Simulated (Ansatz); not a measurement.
PdAu3⁺. The state is a triplet with charge 1. Geometry r2SCAN-D4/def2-SVP, that of the neutral doublet; atoms count from 1.

```xyz
4

Pd    0.782   -1.107   -0.177
Au   -0.172    0.246   -2.247
Au   -0.774    1.094    0.175
Au    0.164   -0.233    2.249
```

In the def2 sets Au, Pd take a core potential; there is no spin–orbit coupling. At PBE0-D4/def2-TZVP a singlet of charge 1 lies 0.33 eV below the triplet at the same geometry. The structure comes from a short search, and lower isomers may exist.

**Question.** Estimate the Mulliken populations from the PBE0/def2-TZVP orbitals of Ansatz.

**Answer.** 
| atom | charge (e) | spin (α − β) | d electrons |
| --- | --- | --- | --- |
| Pd1 | -0.03 | 1.01 | 9.02 |
| Au2 | 0.36 | 0.47 | 9.78 |
| Au3 | 0.32 | 0.06 | 9.80 |
| Au4 | 0.36 | 0.47 | 9.78 |
Mulliken values and Mayer orders depend strongly on the basis.

**Question.** Where does the spin sit?

**Answer.** Summed by element: Pd 1.01, Au 0.99, of 2 unpaired in all. Largest on single atoms: Pd1 1.01, Au2 0.47, Au4 0.47.

**Question.** And the Mayer bond orders between bonded heavy atoms (over 0.3)?

**Answer.** Pd1–Au2 0.59 (2.65 Å); Pd1–Au3 0.61 (2.72 Å); Pd1–Au4 0.59 (2.65 Å); Au2–Au3 0.42 (2.64 Å); Au3–Au4 0.42 (2.64 Å).
